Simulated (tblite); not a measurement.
Compound: C4H11BO2Si.
Atom-mapped SMILES: `[CH2:1]=[C:2]([O:3][SiH2:4][OH:5])[B:6]([CH3:7])[CH3:8]` (hydrogens: H9, H10 on C1; H11, H12 on Si4; H13 on O5; H14, H15, H16 on C7; H17, H18, H19 on C8)

Computed with GFN2-xTB (tblite), gas phase: L-BFGS steps from a force-field or distance-geometry start until the largest atomic force falls under 0.01 eV/Å.

Step 27: E = -689.2769 eV
```
atom  x, y, z in Å  |  force x, y, z in eV/Å
C1      0.6648   -1.5845    1.1636    0.051   0.032  -0.057
C2      0.2869   -0.6003    0.3457   -0.125   0.043   0.052
O3      1.1505    0.2590   -0.2444    0.040   0.076   0.069
Si4     2.7043    0.6199   -0.4754    0.144   0.029   0.045
O5      2.7748    2.2376   -0.5672    0.115  -0.011  -0.118
B6     -1.2218   -0.2155    0.1398   -0.052  -0.043   0.135
C7     -2.3004   -1.3508   -0.0676   -0.043   0.051  -0.101
C8     -1.6240    1.3070    0.2975   -0.052  -0.047   0.021
H9     -0.0830   -2.1989    1.6281    0.021  -0.067  -0.033
H10     1.6908   -1.7799    1.4227    0.069   0.037  -0.056
H11     3.1072    0.1687   -1.7975   -0.025  -0.034  -0.030
H12     3.6124    0.1456    0.5722   -0.090   0.020   0.040
H13     2.2107    2.8340   -0.0852   -0.051  -0.079   0.060
H14    -1.9381   -2.2120   -0.6255    0.119   0.028   0.068
H15    -2.6321   -1.7317    0.9012    0.034   0.096  -0.076
H16    -3.1844   -0.9916   -0.5862   -0.127   0.052   0.060
H17    -1.8341    1.7824   -0.6606    0.008  -0.124  -0.047
H18    -2.5345    1.4044    0.8846   -0.085   0.021  -0.004
H19    -0.8598    1.9157    0.7775    0.048  -0.081  -0.027
```

Step 28: E = -689.2832 eV
```
atom  x, y, z in Å  |  force x, y, z in eV/Å
C1      0.6684   -1.5880    1.1604   -0.036  -0.018  -0.006
C2      0.2836   -0.5952    0.3550   -0.015   0.060   0.019
O3      1.1453    0.2827   -0.2184    0.056   0.052   0.107
Si4     2.7022    0.6288   -0.4698    0.146  -0.048  -0.050
O5      2.7792    2.2469   -0.5833    0.011  -0.017  -0.005
B6     -1.2278   -0.2180    0.1470    0.051  -0.087   0.169
C7     -2.3039   -1.3569   -0.0635   -0.040   0.104  -0.116
C8     -1.6199    1.3075    0.2977   -0.076  -0.089   0.027
H9     -0.0862   -2.2145    1.6078    0.152  -0.001  -0.073
H10     1.6953   -1.7797    1.4295   -0.032   0.054  -0.091
H11     3.0961    0.1624   -1.7968   -0.061   0.004   0.082
H12     3.6182    0.1439    0.5719   -0.139   0.070  -0.005
H13     2.2145    2.8361   -0.0877    0.035  -0.125  -0.014
H14    -1.9413   -2.2137   -0.6303    0.103   0.059   0.110
H15    -2.6455   -1.7421    0.9007    0.062   0.095  -0.099
H16    -3.1816   -0.9849   -0.5831   -0.155   0.021   0.044
H17    -1.8245    1.7653   -0.6702    0.011  -0.077  -0.016
H18    -2.5319    1.4149    0.8816   -0.070   0.040  -0.018
H19    -0.8501    1.9137    0.7745   -0.003  -0.096  -0.066
```

Step 29: E = -689.2893 eV
```
atom  x, y, z in Å  |  force x, y, z in eV/Å
C1      0.6833   -1.5708    1.1481    0.001  -0.022   0.009
C2      0.2845   -0.5822    0.3463    0.015  -0.007   0.014
O3      1.1462    0.2814   -0.2416   -0.029   0.175   0.019
Si4     2.7045    0.6243   -0.4714    0.189  -0.077  -0.076
O5      2.7793    2.2423   -0.5893   -0.035  -0.013   0.066
B6     -1.2317   -0.2126    0.1550    0.131  -0.154   0.195
C7     -2.3024   -1.3551   -0.0600   -0.026   0.146  -0.110
C8     -1.6299    1.3075    0.3080   -0.087  -0.112  -0.001
H9     -0.0675   -2.1855    1.6057    0.042  -0.141   0.028
H10     1.7127   -1.7672    1.4058   -0.059   0.078  -0.109
H11     3.1245    0.1512   -1.7843   -0.054  -0.002   0.022
H12     3.5862    0.1226    0.5861   -0.063   0.084   0.047
H13     2.2029    2.8020   -0.0714    0.075  -0.072  -0.056
H14    -1.9341   -2.2084   -0.6289    0.063   0.071   0.115
H15    -2.6538   -1.7416    0.8989    0.078   0.068  -0.067
H16    -3.1764   -0.9732   -0.5778   -0.169  -0.016  -0.004
H17    -1.8309    1.7409   -0.6721    0.013   0.001   0.017
H18    -2.5461    1.4153    0.8851   -0.053   0.061  -0.027
H19    -0.8613    1.9181    0.7810   -0.033  -0.070  -0.084
```

Step 30: E = -689.2973 eV
```
atom  x, y, z in Å  |  force x, y, z in eV/Å
C1      0.6822   -1.5762    1.1480   -0.030  -0.032   0.025
C2      0.2826   -0.5809    0.3542    0.111   0.031  -0.021
O3      1.1457    0.2960   -0.2214   -0.021   0.105   0.070
Si4     2.7074    0.6286   -0.4696    0.048  -0.086  -0.076
O5      2.7828    2.2465   -0.5966   -0.026  -0.046   0.070
B6     -1.2336   -0.2162    0.1605    0.126  -0.099   0.155
C7     -2.3053   -1.3541   -0.0626   -0.019   0.113  -0.071
C8     -1.6288    1.3049    0.3072   -0.079  -0.097   0.015
H9     -0.0701   -2.2008    1.5958    0.113  -0.087  -0.010
H10     1.7122   -1.7673    1.4100   -0.084   0.068  -0.110
H11     3.1116    0.1505   -1.7858   -0.046  -0.007   0.030
H12     3.5917    0.1283    0.5851   -0.049   0.080   0.050
H13     2.2080    2.8048   -0.0761    0.067  -0.054  -0.049
H14    -1.9335   -2.2082   -0.6272    0.042   0.075   0.078
H15    -2.6557   -1.7426    0.8950    0.065   0.058  -0.027
H16    -3.1821   -0.9721   -0.5758   -0.137  -0.023  -0.027
H17    -1.8244    1.7338   -0.6758    0.002   0.003   0.013
H18    -2.5459    1.4217    0.8827   -0.024   0.058  -0.040
H19    -0.8546    1.9123    0.7755   -0.057  -0.062  -0.073
```

**Question.** Estimate the geometry and energy of step 31. (The exact step hangs on the optimiser's Hessian estimate; all steps are aligned on step 30, rigid shifts and turns removed.)

**Answer.** E = -689.3110 eV, largest force 0.287 eV/Å
```
atom  x, y, z in Å  |  force x, y, z in eV/Å
C1      0.6794   -1.5896    1.1467   -0.048   0.014  -0.010
C2      0.2828   -0.5742    0.3747    0.195   0.064  -0.045
O3      1.1463    0.3414   -0.1569   -0.001  -0.084   0.145
Si4     2.7133    0.6386   -0.4646   -0.268  -0.099  -0.029
O5      2.7912    2.2534   -0.6189    0.005  -0.068   0.072
B6     -1.2355   -0.2266    0.1775    0.068   0.053   0.038
C7     -2.3124   -1.3496   -0.0682   -0.015   0.002   0.022
C8     -1.6274    1.2952    0.3067   -0.039  -0.011   0.012
H9     -0.0717   -2.2434    1.5638    0.214   0.019  -0.077
H10     1.7093   -1.7655    1.4177   -0.072   0.019  -0.080
H11     3.0728    0.1487   -1.7861   -0.015  -0.051  -0.003
H12     3.6033    0.1449    0.5833    0.009   0.053   0.070
H13     2.2236    2.8089   -0.0898    0.039   0.007  -0.026
H14    -1.9351   -2.2057   -0.6235    0.016   0.059  -0.026
H15    -2.6622   -1.7456    0.8843    0.035   0.037   0.082
H16    -3.1973   -0.9709   -0.5714   -0.037  -0.007  -0.070
H17    -1.8056    1.7086   -0.6865   -0.025  -0.004   0.011
H18    -2.5455    1.4446    0.8750    0.029   0.018  -0.063
H19    -0.8392    1.8959    0.7594   -0.088  -0.020  -0.022
```

The energy changes by -0.0137 eV. The first-order estimate −F·Δx gives -0.0239 eV and the mean of the old and new forces, exact on a quadratic surface, -0.0132 eV. The step makes an angle of 69° with the force vector and moves no atom by more than 0.079 Å.

The cost below is that of the whole relaxation. The run took 3.0 s of wall time on one thread of an Intel Xeon at 2.50 GHz, on a shared host.
